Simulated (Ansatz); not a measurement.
The first iterations of a band of a periodic cell of 17 atoms, Si₁₆O (host Si, host structure diamond, interstitial O).

These are results of DFT PBE, scalar-relativistic, plane waves, PAW in Ansatz, not measurements. Settings: PAW set soft_1, cutoff 420 eV, k mesh 2x2x2, gaussian smearing 0.05 eV, spin collinear.

```json
{"movable images": "7", "climbing image": "yes", "spring": "2.0 to 10.0 eV/Å², energy-weighted", "optimiser": "quadratic models (default)", "start path": "straight line", "force threshold": "0.05 eV/Å", "iteration limit": "25", "end points": "relaxed"}
```

Initial state:

```xyz
17
Lattice="0.0000 5.4300 5.4300 5.4300 0.0000 5.4300 5.4300 5.4300 0.0000" Properties=species:S:1:pos:R:3
Si 0.002 0.024 0.019
Si 1.429 1.096 1.594
Si 2.735 2.412 0.187
Si 3.818 4.200 1.185
Si 2.835 -0.239 2.887
Si 4.089 1.370 4.057
Si 5.155 2.796 2.477
Si 6.485 4.093 3.880
Si 0.070 2.641 2.743
Si 1.343 4.078 4.095
Si 2.612 5.508 2.729
Si 4.089 6.763 4.080
Si 2.716 2.707 5.417
Si 4.144 3.975 6.785
Si 5.419 5.435 5.436
Si 6.710 6.865 6.770
O 6.789 2.696 4.729
```

Final state:

```xyz
17
Lattice="0.0000 5.4300 5.4300 5.4300 0.0000 5.4300 5.4300 5.4300 0.0000" Properties=species:S:1:pos:R:3
Si 0.071 -0.027 0.075
Si 1.430 1.121 1.621
Si 2.735 2.528 0.305
Si 4.088 4.068 1.382
Si 2.830 -0.178 2.956
Si 4.138 1.356 4.171
Si 5.410 2.705 2.709
Si 6.478 4.258 4.054
Si 0.004 2.697 2.691
Si 1.344 4.053 4.066
Si 2.613 5.421 2.639
Si 3.819 6.965 3.945
Si 2.712 2.727 5.438
Si 4.086 4.086 6.776
Si 5.151 5.666 5.349
Si 6.705 6.803 6.711
O 6.782 3.409 5.451
```

| iteration | highest image above the first end (eV) | largest band force component (eV/Å) |
| --- | --- | --- |
| 1 | 0.088 | 1.023 |
| 2 | 0.052 | 0.724 |

Task: Does the band converge within its limit, and where does its top end?

Result: It converged. It ended after 7 iterations with the highest image 0.011 eV above the first end. By the program's own check the climbing image is a first-order saddle point (lowest curvatures found: -0.13 and 0.86 eV/Å²). Limits of this set-up: coarse k mesh.

The run took 5.3 min on 2 threads of Arm Neoverse V2, on a shared host, peak memory 1.6 GiB.
